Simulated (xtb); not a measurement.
I$_{2}$Sn, charge +1, quartet, at a GFN2-xTB geometry of the parent state (such geometries of metal compounds can be far from the true shape) (a state made from the parent by changing its charge; the spin is typed, not shown lowest); GFN1-xTB (xtb).

xtb was given this input:
```
$ xtb mol.xyz --gfn 1 --chrg 1 --uhf 3 --json

# file mol.xyz
3

Sn    -0.00242820    -0.00227352     1.36744649
I      0.99109659    -1.68231466    -0.64606286
I     -0.98880584     1.68445949    -0.64398100
```

What the program printed (banner, timings and long lists left out):

```
   ID    Z sym.   atoms
    1   50 Sn     1
    2   53 I      2, 3

           -------------------------------------------------
          |                Calculation Setup                |
           -------------------------------------------------

           -------------------------------------------------
          |                 G F N 1 - x T B                 |
           -------------------------------------------------

          ...................................................
          :                      SETUP                      :
          :.................................................:
          :  # basis functions                  30          :
          :  # atomic orbitals                  27          :
          :  # shells                            9          :
          :  # electrons                        17          :
          :  # halogen bonds                     0          :
          :  max. iterations                   250          :
          :  Hamiltonian                  GFN1-xTB          :
          :  restarted?                      false          :
          :  GBSA solvation                  false          :
          :  PC potential                    false          :
          :  electronic temp.          300.0000000     K    :
          :  accuracy                    1.0000000          :
          :  -> integral cutoff          0.2500000E+02      :
          :  -> integral neglect         0.1000000E-07      :
          :  -> SCF convergence          0.1000000E-05 Eh   :
          :  -> wf. convergence          0.2000000E-04 e    :
          :  Broyden damping             0.4000000          :
          :  net charge                          1          :
          :  unpaired electrons                  3          :
          ...................................................

 iter      E             dE          RMSdq      gap      omega  full diag
   1     -9.7425448 -0.974254E+01  0.516E+00    1.43       0.0  T
   2     -9.8210128 -0.784680E-01  0.294E+00    1.12       1.0  T
   3     -9.8294950 -0.848221E-02  0.147E+00    1.22       1.0  T
   4     -9.8296097 -0.114682E-03  0.215E-01    1.25       1.0  T
   5     -9.8297539 -0.144174E-03  0.232E-02    1.24       2.5  T
   6     -9.8297547 -0.792050E-06  0.426E-03    1.24      13.6  T
   7     -9.8297548 -0.671181E-07  0.122E-04    1.24     473.7  T
   8     -9.8297548  0.486722E-11  0.117E-04    1.24     491.7  T

   *** convergence criteria satisfied after 8 iterations ***

         :::::::::::::::::::::::::::::::::::::::::::::::::::::
         ::                     SUMMARY                     ::
         :::::::::::::::::::::::::::::::::::::::::::::::::::::
         :: total energy              -9.824165969623 Eh    ::
         :: gradient norm              0.008811046529 Eh/a0 ::
         :: HOMO-LUMO gap              1.238570911538 eV    ::
         ::.................................................::
         :: SCC energy                -9.829754755308 Eh    ::
         :: -> electrostatic           0.121159445792 Eh    ::
         :: repulsion energy           0.007160601268 Eh    ::
         :: dispersion energy         -0.001571815583 Eh    ::
         :: halogen bond corr.         0.000000000000 Eh    ::
         :: add. restraining           0.000000000000 Eh    ::
         :: total charge               0.999999999980 e     ::
         :::::::::::::::::::::::::::::::::::::::::::::::::::::

           -------------------------------------------------
          |                Property Printout                |
           -------------------------------------------------

    * Orbital Energies and Occupations

         #    Occupation            Energy/Eh            Energy/eV
      -------------------------------------------------------------
         1        2.0000           -1.1537715             -31.3957
         2        2.0000           -1.1441279             -31.1333
         3        2.0000           -1.1306127             -30.7655
         4        2.0000           -0.7017757             -19.0963
         5        2.0000           -0.7006281             -19.0651
         6        2.0000           -0.6894314             -18.7604
         7        1.9826           -0.6806200             -18.5206
         8        1.0173           -0.6729481             -18.3118
         9        1.0000           -0.6672183             -18.1559
        10        1.0000           -0.4917430             -13.3810 (HOMO)
        11                         -0.4462264             -12.1424 (LUMO)
        12                         -0.4254052             -11.5759
        13                         -0.3341373              -9.0923
        14                         -0.3299810              -8.9792
        15                         -0.3288024              -8.9472
        16                         -0.3250224              -8.8443
        17                         -0.3136489              -8.5348
        18                         -0.3091884              -8.4134
        19                         -0.3080830              -8.3834
        20                         -0.3004090              -8.1745
        21                         -0.2592952              -7.0558
       ...                                ...                  ...
        27                          0.4265319              11.6065
      -------------------------------------------------------------
                  HL-Gap            0.0455166 Eh            1.2386 eV
             Fermi-level           -0.5728849 Eh          -15.5890 eV

  Mulliken/CM5 charges         n(s)   n(p)   n(d)
     1Sn    0.37948  0.34847   1.995  1.526  0.099
     2I     0.31027  0.32578   2.029  4.604  0.056
     3I     0.31025  0.32576   2.029  4.604  0.056

Wiberg/Mayer (AO) data.
largest (>0.10) Wiberg bond orders for each atom

 ---------------------------------------------------------------------------
     #   Z sym  total        # sym  WBO       # sym  WBO       # sym  WBO
 ---------------------------------------------------------------------------
     1  50 Sn   1.458 --     3 I    0.729     2 I    0.729
     2  53 I    1.479 --     3 I    0.750     1 Sn   0.729
     3  53 I    1.479 --     2 I    0.750     1 Sn   0.729
 ---------------------------------------------------------------------------

Topologies differ in total number of bonds
Writing topology from bond orders to xtbtopo.mol

 dipole moment from electron density (au)
     X       Y       Z
  -0.0011  -0.0011   0.6308  total (Debye):    1.603

           -------------------------------------------------
          | TOTAL ENERGY               -9.824165969623 Eh   |
          | GRADIENT NORM               0.008811046529 Eh/α |
          | HOMO-LUMO GAP               1.238570911538 eV   |
           -------------------------------------------------

normal termination of xtb
```
